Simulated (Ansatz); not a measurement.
Species: C$_{2}$H$_{5}$Si, charge 0, doublet. C2H5Si (SMILES [H]/[C]=C/[SiH3], doublet).
B3LYP-D3(BJ)/def2-TZVP minimum from Ansatz (a quantum-chemistry and plane-wave program):
```xyz
8

C     -1.6903    -0.5646     0.2372
C     -0.6000    -0.4716    -0.4676
Si     0.9253     0.4372     0.1309
H     -2.6790    -0.9952     0.1716
H     -0.5521    -0.9396    -1.4592
H      0.6800     0.9992     1.4756
H      2.0768    -0.4961     0.1783
H      1.2613     1.5277    -0.8163
```
Charge 0, spin multiplicity 2.

Property: atomisation energy (electronic, to ground-state atoms), in kJ/mol. Radicals and triplets start from unrestricted determinants; spin-orbit coupling is neglected. CBS(X,Y): correlation extrapolated as X^-3, Hartree-Fock from the larger set. A bracket is a step between two methods taken in the basis named. The functionals are non-relativistic, so their misses hold any scalar relativity. '+ core + X2C': CCSD(T) terms for core correlation (cc-pwCVTZ, 1s frozen past Ne) and scalar relativity (cc-pVTZ-DK). Where a partner has so few electrons that a lower coupled-cluster level is exact, that level stands in. The UHF reference of C2H5Si ([H]/[C]=C/[SiH3], doublet) is spin-contaminated (<S^2> up to 0.17 over the pure value in the sets run).

CCSD(T)/CBS(cc-pV(T+d)Z,cc-pV(Q+d)Z) + [CCSDT(Q) - CCSD(T)]/cc-pV(D+d)Z + core + X2C (Ansatz) gives 2755.4 kJ/mol.

How far off this value is PBE/def2-TZVPD (Ansatz), in which direction, and how far these levels: r2SCAN/def2-TZVPD, B3LYP/def2-TZVPD, CCSD(T)/CBS(cc-pV(T+d)Z,cc-pV(Q+d)Z) + core + X2C?

PBE gives 2775.3 kJ/mol, 19.9 kJ/mol above it. Differences of the others: r2SCAN/def2-TZVPD (Ansatz) 10.4; B3LYP/def2-TZVPD (Ansatz) -14.0; CCSD(T)/CBS(cc-pV(T+d)Z,cc-pV(Q+d)Z) + core + X2C (Ansatz) -3.6 kJ/mol.
